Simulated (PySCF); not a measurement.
# Unknown compound

An unknown has the formula C$_{5}$H$_{11}$NO. Its calculated NMR data are:

1H NMR (300 MHz, computed): δ 4.80 (br, 1H), 4.27 (br, 1H), 1.07 (s, 9H).

13C{1H} NMR (computed): δ 178.1 (C), 38.1 (C), 29.5 (CH3, 3C).

[PySCF 2.14.0 with density-fitted response routines: PBE0/pcSseg-1 with gauge-including orbitals; J couplings at B3LYP/pcJ-1 (spin–dipole term only in couplings to heteroatoms); geometry: PBE0-D3(BJ)/def2-SVP; isolated molecule; one computed conformer; non-relativistic Hamiltonian; one averaged value for each set of equivalent atoms]

Scale: 1H and 13C against TMS (reference shieldings calculated alike).

Q: Propose a structure and justify it.

A: 
The formula gives 1 degree of unsaturation (no ring in the answer). 3 carbon signals for 5 carbons: some carbons are equivalent by symmetry or fast rotation. Carbon types of the structure: 2 × C, 3 × CH3, leaving 2 H on heteroatoms. δC 178.1: amide carbonyl carbon; it is a carbonyl in resonance with an O or N lone pair, the region of acids, esters and amides. δC 38.1: quaternary sp3 carbon α to a carbonyl; the adjacent C=O deshields it moderately. δC 29.5: methyl carbon; a saturated carbon with 1 carbon neighbour and no heteroatom attached. δH 4.80, 4.27: hydrogen on an amide-type nitrogen; exchangeable, gas-phase position. δH 1.07: hydrogen on a methyl carbon.

Structure: `CC(C)(C)C(N)=O`.

The shifts were computed for this structure.

OH and NH positions are those of a molecule without intermolecular hydrogen bonds; in solution they move with solvent, concentration and temperature, and exchange usually removes their couplings. Rotation about the amide-type C–N bond is slow at room temperature, so the two groups on nitrogen are listed apart. Shifts are as computed. Against solution values, carbons near 30 ppm lie about +2 ppm off and those near 130 ppm about +4 ppm. Of 246 compounds with measured shifts, 49 miss one by over three times the rms of a fit or turn the order of signals round; such compounds aren't used in these exercises. Hydrogen bonding in solution deshields acid and N–H amide carbonyl carbons by as much as 10 ppm beyond these values.
